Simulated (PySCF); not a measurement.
ClGe, SMILES [Ge][Cl] (connectivity only; charge and spin as stated), charge +1, multiplicity 1. Atoms are numbered in the order given.

```xyz
2

Cl     0.0000     0.0000    -1.3456
Ge     0.0000     0.0000     0.7149
```
Charge +1, spin multiplicity 1.

Geometry optimised at r2SCAN-D4/def2-TZVP. The multiplicity is an assumed one; other spin states were not compared.

The numbers are results of B3LYP/def2-TZVPD (PySCF), not measurements.

ESP charges are fitted to the potential on shells at 1.4 to 2.0 van der Waals radii. Atomic charges (e):

```
atom  meta-Löwdin  ESP fit
----  -----------  -------
Cl1           ___     0.12
Ge2           ___     0.88
```

Task: Fill in the missing entries. (An estimate is asked for; the answer gives what the named calculation found.)

Result: 
- Cl1, meta-Löwdin: 0.02
- Ge2, meta-Löwdin: 0.98
